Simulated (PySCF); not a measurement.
3,6-dihydro-2H-pyran (C5H8O), SMILES C1=CCCOC1.

Geometry: B3LYP-D3(BJ)/def2-SVP. One conformer was computed; it need not be the lowest.

All values below come from TDDFT-B3LYP/def2-SVPD (PySCF).

Vertical excitations. Isolated molecule, no solvent.

Computed UV-visible absorptions:
```json
[
 {"state": "S1", "energy (eV)": "6.12", "λ (nm)": "203", "f": "0.014", "main pairs": "HOMO−1→LUMO 71 %, HOMO→LUMO 27 %"},
 {"state": "S2", "energy (eV)": "6.41", "λ (nm)": "194", "f": "0.008", "main pairs": "HOMO→LUMO+1 73 %, HOMO→LUMO 13 %, HOMO−1→LUMO 11 %"},
 {"state": "S3", "energy (eV)": "6.78", "λ (nm)": "183", "f": "0.020", "main pairs": "HOMO−1→LUMO+1 86 %"},
 {"state": "S4", "energy (eV)": "6.96", "λ (nm)": "178", "f": "0.184", "main pairs": "HOMO→LUMO 47 %, HOMO→LUMO+1 14 %, HOMO−1→LUMO 12 %, HOMO−1→LUMO+1 8 %"},
 {"state": "S5", "energy (eV)": "7.18", "λ (nm)": "173", "f": "0.017", "main pairs": "HOMO→LUMO+2 91 %"},
 {"state": "S6", "energy (eV)": "7.36", "λ (nm)": "168", "f": "0.034", "main pairs": "HOMO→LUMO+3 81 %"},
 {"state": "S7", "energy (eV)": "7.47", "λ (nm)": "166", "f": "0.005", "main pairs": "HOMO−2→LUMO 49 %, HOMO−1→LUMO+2 47 %"},
 {"state": "S8", "energy (eV)": "7.49", "λ (nm)": "166", "f": "0.076", "main pairs": "HOMO−1→LUMO+2 49 %, HOMO−2→LUMO 39 %"},
 {"state": "S9", "energy (eV)": "7.63", "λ (nm)": "163", "f": "0.010", "main pairs": "HOMO−1→LUMO+3 76 %, HOMO→LUMO+4 18 %"},
 {"state": "S10", "energy (eV)": "7.73", "λ (nm)": "160", "f": "0.024", "main pairs": "HOMO→LUMO+4 78 %, HOMO−1→LUMO+3 18 %"},
 {"state": "T1", "energy (eV)": "4.34", "λ (nm)": "286", "f": "0", "main pairs": "HOMO→LUMO 78 %"},
 {"state": "T2", "energy (eV)": "5.97", "λ (nm)": "208", "f": "0", "main pairs": "HOMO−1→LUMO 84 %, HOMO→LUMO 13 %"},
 {"state": "T3", "energy (eV)": "6.32", "λ (nm)": "196", "f": "0", "main pairs": "HOMO→LUMO+1 90 %"},
 {"state": "T4", "energy (eV)": "6.66", "λ (nm)": "186", "f": "0", "main pairs": "HOMO−1→LUMO+1 94 %"}
]
```
Triplets are in the Tamm–Dancoff approximation, which puts them higher than full response would, so one can lie above its singlet here.
